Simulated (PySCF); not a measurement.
Dipole moment and polarisability of SnCl2(OSiMe3)2

Compound: SnCl2(OSiMe3)2, C6H18Cl2O2Si2Sn.
Cartesian coordinates in Å at the PBE0-D3(BJ)/def2-SVP level; atoms count from 1:
```
atom  x, y, z in Å
Sn1    0.276   -0.013    0.193
Cl2    0.349   -0.818    2.385
Cl3    2.424    0.681   -0.407
O4    -0.935    1.497    0.132
Si5   -1.106    2.757    1.255
C6    -2.278    2.190    2.599
C7    -1.801    4.201    0.296
C8     0.575    3.159    1.985
H9    -2.445    2.984    3.344
H10   -1.866    1.314    3.124
H11   -3.255    1.908    2.177
H12   -2.758    3.932   -0.177
H13   -1.978    5.062    0.960
H14   -1.106    4.517   -0.497
H15    0.965    2.315    2.578
H16    1.312    3.398    1.204
H17    0.504    4.026    2.661
O18   -0.257   -1.442   -0.999
Si19   0.684   -2.740   -1.557
C20    1.568   -2.188   -3.111
C21   -0.516   -4.133   -1.885
C22    1.928   -3.208   -0.233
H23    2.180   -3.000   -3.535
H24    2.235   -1.341   -2.888
H25    0.850   -1.864   -3.879
H26   -1.277   -3.829   -2.620
H27    0.008   -5.017   -2.280
H28   -1.034   -4.425   -0.959
H29    2.659   -2.400   -0.063
H30    1.436   -3.432    0.727
H31    2.496   -4.102   -0.538
```

Level: CAM-B3LYP/def2-SVPD (PySCF), static field, nuclei fixed, core orbitals frozen in the response. The polarisability tensor in these axes (au):

```
x   178.93  -6.54  -8.09
y    -6.54 203.68  10.68
z    -8.09  10.68 185.00
```

Task: Diagonalise the tensor; give its mean and Δα, where Δα² is half the sum of the squared differences of the eigenvalues.

Result: Principal values 173.30, 183.05 and 211.26 au; mean 189.20 au = 28.04 Å³ = 31.20 × 10⁻⁴⁰ C²·m²/J; Δα = 34.15 au (18 % of the mean).

Task: What is the dipole moment, and where does it point?

Result: (-0.24, 0.02, -0.16) D, 0.29 D in size, pointing from the negative to the positive side. Measured along this direction, the outermost atoms are H29 at the negative end and H12 at the positive end.

Task: What depolarisation ratio follows for Rayleigh scattering of linearly polarised light, taking the static tensor?

Result: ρ = 3Δα²/(45ᾱ² + 4Δα²) = 3498.0/(1610928 + 4664.0) = 0.00217.

Task: Find the Langevin capture rate constant for NH4+ (18.034 u) meeting this molecule (367.924 u), k = 2.342 × 10⁻⁹ cm³/s × √(α in Å³ / reduced mass in u).

Result: The reduced mass is 17.19 u, so k = 2.99 × 10⁻⁹ cm³/s.

Task: In a dilute gas of rigid molecules at 350 K, how does the orientational term μ²/3kT compare with the electronic polarisability?

Result: In Gaussian units μ²/3kT = 0.57 Å³ against 28.04 Å³, a ratio of 0.02; the Debye molar polarisation (4π/3)N_A(α + μ²/3kT) is 72.2 cm³/mol, leaving out the vibrational part.

Task: Sum over states: ᾱ = Σ f/ω², ω in Eh. What share falls to these 10 lowest TDDFT singlets (eV, f)? 5.25, 0.0005; 5.34, 0.0188; 5.58, 0.0798; 5.69, 0.0566; 5.83, 0.0636; 5.92, 0.0056; 6.09, 0.0121; 6.15, 0.0155; 6.85, 0.0292; 6.87, 0.0088.

Result: They add up to 6.34 au, 3.3 % of the 189.20 au; the largest single term is 1.90 au, from the state at 5.58 eV. Terms in order: 0.01, 0.49, 1.90, 1.29, 1.38, 0.12, 0.24, 0.30, 0.46, 0.14 au. Higher excitations give the rest. The strengths listed sum to 0.291.

Task: Give the principal axes and the span of the nuclei along them.

Result: Largest value along (-0.28, 0.86, 0.43), where the nuclei span 10.59 Å; middle along (-0.52, -0.52, 0.68), 4.85 Å; least along (0.81, -0.03, 0.59), 4.68 Å. The response follows the extents in order.

One conformer (not necessarily the lowest) at the PBE0-D3(BJ)/def2-SVP geometry, without solvent, vibrations or thermal averaging. Atoms past krypton carry effective core potentials; spin–orbit coupling is left out.
